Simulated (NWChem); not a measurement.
# Total energies of C2H4ClFSi

```
C
C 1 1.3352
H 2 1.0934 1 125.08
H 1 1.0976 2 116.18 3 0.00
Cl 2 1.7494 3 112.22 1 180.00
Si 1 1.8715 4 118.58 2 180.00
F 6 1.6322 1 106.21 4 0.00
H 6 1.4858 7 107.89 1 -120.06
H 6 1.4858 8 110.90 7 117.96
```
Charge 0, spin multiplicity 1.

The numbers come from NWChem runs, not from measurements. Structure: optimised with B3LYP/def2-SVP, a minimum by its harmonic frequencies. It is one conformer; others weren't searched.

Basis set: 6-311G** (130 functions).

| method | total energy (Ha) | relative cost |
|---|---|---|
| RHF | -926.03074 | 1 |
| MP2 | -926.75052 | under 3 |
| B2PLYP | -927.82698 | 4 |
| PBE | -927.71170 | under 3 |
| B3LYP | -928.29187 | under 3 |
| PBE0 | -927.78271 | under 3 |

Total energies of different functionals aren't comparable as a measure of quality: only differences taken within one method are. Costs are rough ratios of processor time within this set of runs, SCF included, with RHF as 1.

The correlated methods keep 13 core orbitals frozen. B3LYP has NWChem's definition, with VWN1-RPA local correlation. The Pople sets run with spherical d functions. The structure started from a generated list of species.
